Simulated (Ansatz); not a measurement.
Single points on Li₅N₂.

```yaml
crystal:
  periodic: [false, false, false]
  atoms:
    - {symbol: Li, position_ang: [1.714720, -0.913291, -0.772721]}
    - {symbol: Li, position_ang: [0.340262, 0.548277, -2.855911]}
    - {symbol: Li, position_ang: [0.619559, 1.380090, 0.392749]}
    - {symbol: Li, position_ang: [-1.788921, 0.647216, 1.918567]}
    - {symbol: Li, position_ang: [-1.033063, -1.120871, -0.308997]}
    - {symbol: N, position_ang: [-0.416820, -0.040441, 1.150431]}
    - {symbol: N, position_ang: [0.564263, -0.500970, 0.475882]}
basis:
  gaussian: {orbitals: def2-TZVP, initial_orbitals: start.molden}
magnetization: {spin_polarized: true, initial_magnetization: 1}
hamiltonian: {xc: pbe0, dispersion: d4}
scf: {omitted_lower_state_checks: [starts]}
output: {orbitals: {seedname: orbitals}}
```

The file start.molden holds the orbitals of an earlier run on this structure, at another level or in another basis.

```sh
$ ansatz run in.yaml --threads 4 --pin off --events-out ev --progress --plain --max-ram 3916MiB
```

It prints (some lines left out):

```
Functional definition: PBE0
955 factors; their error is unknown
mean field evaluation 1: about -3998.1399 eV, gradient 4.5e0 eV
mean field evaluation 2: about -3998.1879 eV, gradient 1.0e-1 eV
mean field evaluation 4: about -3998.1978 eV, gradient 4.5e-2 eV
mean field evaluation 8: about -3998.1978 eV, gradient 8.5e-5 eV
mean field -3998.19783985 eV, -146.9310605387 hartree, gradient 1.1e-5 eV, S^2 0.853226; 0 other end points of the search recorded, 0 dependent functions left out
reference -3998.19788037 eV, -146.9310620276 hartree; 15, 14 occupied and 117, 118 virtual orbitals, 955 factors
Total energy: -3998.27678701 eV, -146.9339617933 hartree
Checks for a lower state left out: starts
```

Hardware: 4 threads of Arm Neoverse V2 on a shared host. Wall time 4.5 s.

First input, but with `hamiltonian: {xc: {name: LC-wPBE}}` (abridged; 6.5 s):

```
Functional definition: LC-wPBE
mean field evaluation 16: about -3999.7475 eV, gradient 8.0e-5 eV
mean field -3999.74749240 eV, -146.9880092195 hartree, gradient 7.5e-6 eV, S^2 1.004601
Total energy: -3999.74749241 eV, -146.9880092198 hartree
Checks for a lower state left out: starts
```

The first input with `hamiltonian: {xc: pbe, dispersion: d4}`, `output: {forces: true, orbitals: {seedname: orbitals}}` (abridged; 2.1 s):

```
Functional definition: PBE
mean field -3998.11305273 eV, -146.9279446693 hartree, gradient 1.5e-5 eV, S^2 0.804575
Total energy: -3998.20652765 eV, -146.9313798095 hartree
Atom 0 force     0.138240    -0.052448    -0.147067 eV/Å
Atom 1 force    -0.004231    -0.010235     0.056935 eV/Å
Atom 2 force     0.013091     0.211538    -0.065671 eV/Å
Atom 3 force    -0.228683     0.132142     0.069666 eV/Å
Atom 4 force    -0.161530    -0.052466    -0.131219 eV/Å
Atom 5 force     0.239795    -0.188241     0.062243 eV/Å
Atom 6 force     0.003319    -0.040290     0.155113 eV/Å
Dipole moment:    -0.170332     0.003087     0.431494 e Å
Checks for a lower state left out: starts
```

The first input with `gaussian: {orbitals: def2-TZVPP, initial_orbitals: start.molden}`, `correlation: {method: ccsd_t}`, `scf: {omitted_lower_state_checks: [starts, cluster_reference]}` and without the key `hamiltonian` (abridged; 1.8 min):

```
Functional definition: HF
mean field evaluation 16: about -3977.8857 eV, gradient 3.2e-6 eV
mean field -3977.88566623 eV, -146.1846019261 hartree, gradient 3.2e-6 eV, S^2 2.636673
2 core orbitals not correlated: weight in the atoms' cores, before any rotation towards them, 1.000 or more for the frozen orbitals, at most 0.000 for the correlated occupied ones
second order -15.52742401 eV of doubles, -0.00000000 eV of singles
cycle   1  -15.83106036 eV  change   -3.0e-1 eV  update   1.2e-1
cycle   2  -16.36258173 eV  change   -5.3e-1 eV  update   6.3e-2
cycle   3  -16.54002395 eV  change   -1.8e-1 eV  update   5.8e-2
cycle   4  -16.53937557 eV  change    6.5e-4 eV  update   4.5e-2
cycle   5  -16.58867340 eV  change   -4.9e-2 eV  update   4.0e-2
cycle   6  -16.71640612 eV  change   -1.3e-1 eV  update   3.2e-2
cycle   7  -16.75345396 eV  change   -3.7e-2 eV  update   2.3e-2
cycle   8  -16.77387788 eV  change   -2.0e-2 eV  update   1.7e-2
cycle   9  -16.79059159 eV  change   -1.7e-2 eV  update   1.3e-2
[...]
cycle  13  -16.83490879 eV  change   -7.7e-3 eV  update   3.9e-3
cycle  14  -16.84462180 eV  change   -9.7e-3 eV  update   2.6e-3
cycle  15  -16.84314227 eV  change    1.5e-3 eV  update   1.8e-3
cycle  16  -16.84513826 eV  change   -2.0e-3 eV  update   1.1e-3
cycle  17  -16.84516945 eV  change   -3.1e-5 eV  update   6.7e-4
cycle  18  -16.84538519 eV  change   -2.2e-4 eV  update   4.4e-4
cycle  19  -16.84588070 eV  change   -5.0e-4 eV  update   3.2e-4
cycle  20  -16.84596614 eV  change   -8.5e-5 eV  update   2.2e-4
cycle  21  -16.84608946 eV  change   -1.2e-4 eV  update   1.7e-4
cycle  22  -16.84612603 eV  change   -3.7e-5 eV  update   1.2e-4
cycle  23  -16.84604235 eV  change    8.4e-5 eV  update   8.5e-5
cycle  24  -16.84603964 eV  change    2.7e-6 eV  update   5.8e-5
cycle  25  -16.84604545 eV  change   -5.8e-6 eV  update   3.0e-5
perturbative correction -1.00848027 eV, -0.0370609663 hartree
WARN: the results are in doubt because among natural orbitals full CI differs from the method by -0.405 eV
Total energy: -3995.74019194 eV, -146.8407436439 hartree
In doubt: among natural orbitals full CI differs from the method by -0.405 eV
Checks for a lower state left out: starts, cluster_reference
```

First input, but with `hamiltonian: {xc: {name: B97M-V}}` (abridged; 7 s):

```
Functional definition: B97M-V
mean field -4007.04463109 eV, -147.2561741201 hartree, gradient 1.9e-5 eV, S^2 0.779610
Total energy: -4007.04470370 eV, -147.2561767887 hartree
Checks for a lower state left out: starts
```

First input, but with `hamiltonian: {xc: r2scan, dispersion: d4}` (abridged; 8.5 s):

```
Functional definition: r2SCAN
mean field -4002.07400545 eV, -147.0735069971 hartree, gradient 1.0e-5 eV, S^2 1.003076
Total energy: -4002.09475587 eV, -147.0742695611 hartree
Checks for a lower state left out: starts
```

Geometry: B3LYP-D4/def2-TZVP.

LC-ωPBE has ω = 0.4 bohr⁻¹. Correlated methods freeze 2 core orbitals; core or outer-core shells of Li are correlated, in sets that lack core-valence functions. At PBE0-D4/def2-TZVP, LC-ωPBE/def2-TZVP, CCSD(T)/def2-TZVPP, r2SCAN-D4/def2-TZVP the charge 0 doublet is spin-contaminated (final ⟨S²⟩ up to 2.64, 0.75 for a pure state). At CCSD(T)/def2-TZVPP the program marks the result for the charge 0 doublet as doubtful (large difference). At CCSD(T)/def2-TZVPP T1 of the charge 0 doublet is large (up to 0.130), so the single-reference result is doubtful. Another isomer (doublet) lies 0.60 eV lower at PBE0-D4/def2-TZVP; other spin states weren't run for this one.
